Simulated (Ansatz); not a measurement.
Input file for Ansatz (a program for electronic structure): R-B3LYP/def2-TZVPP on H2 (SMILES [H][H]).

Ansatz 0.2 input:
```yaml
crystal:
  periodic: [false, false, false]
  atoms:
    - {symbol: H, position_ang: [0.00000000, 0.00000000, 0.37198582]}
    - {symbol: H, position_ang: [-0.00000000, -0.00000000, -0.37198582]}
basis:
  gaussian:
    orbitals: def2-TZVPP
hamiltonian:
  xc: {name: B3LYP}
scf: {lower_state_search: off}
```

Program output:

```
WARN ansatz: RAYON_NUM_THREADS=4 ignored (pool sized by the plan → 4); use --threads N
Functional definition: B3LYP
these checks for a lower state are left out or cut short: stability, starts, cluster_reference, orbital_swaps, neighbouring_geometries, increment
integrals: 0.00 GiB planned
118 factors; their error is unknown
mean field: 0.05 GiB planned
mean field evaluation 1: about -31.9462 eV, gradient 7.0e0 eV
mean field evaluation 2: about -32.1027 eV, gradient 1.5e0 eV
mean field evaluation 4: about -32.1109 eV, gradient 1.3e-2 eV
mean field evaluation 8: about -32.1094 eV, gradient 4.4e-5 eV
mean field -32.10939932 eV, -1.1799986606 hartree, gradient 1.3e-7 eV, S^2 0.000000; 0 other end points of the search recorded, 0 dependent functions left out
reference -32.10954132 eV, -1.1800038788 hartree; 1, 1 occupied and 27, 27 virtual orbitals, 118 factors
Total energy: -32.10954132 eV, -1.1800038788 hartree
Checks for a lower state left out: stability, starts, cluster_reference, orbital_swaps, neighbouring_geometries, increment
```

Self-consistency was reached.

Cost: very roughly 0.17 core-seconds.
